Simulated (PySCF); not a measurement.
SnHFBr2, SMILES [F][SnH]([Br])[Br].

The structure is a stationary point at PBE-D3(BJ)/def2-SVP. The structure was generated by enumeration; whether it is a known compound was not checked. The def2 effective core potentials stand for the cores of Sn; spin–orbit coupling is left out.

Computed with PBE-D3(BJ)/def2-SVP (PySCF).

Frequencies are harmonic and unscaled.

```csv
mode,ν (cm⁻¹),IR (km/mol),moving atoms (share of kinetic energy)
1,70,0.9,"Br 75 %, Sn 21 %"
2,129,6.7,"F 81 %, Br 15 %"
3,130,10.3,"F 55 %, Sn 28 %, Br 16 %"
4,245,12.6,"Br 67 %, Sn 31 %"
5,273,48.1,"Br 51 %, Sn 49 %"
6,510,97.2,H 98 %
7,531,49.1,H 96 %
8,615,44.5,"F 86 %, Sn 13 %"
9,1876,69.3,H 99 %
```
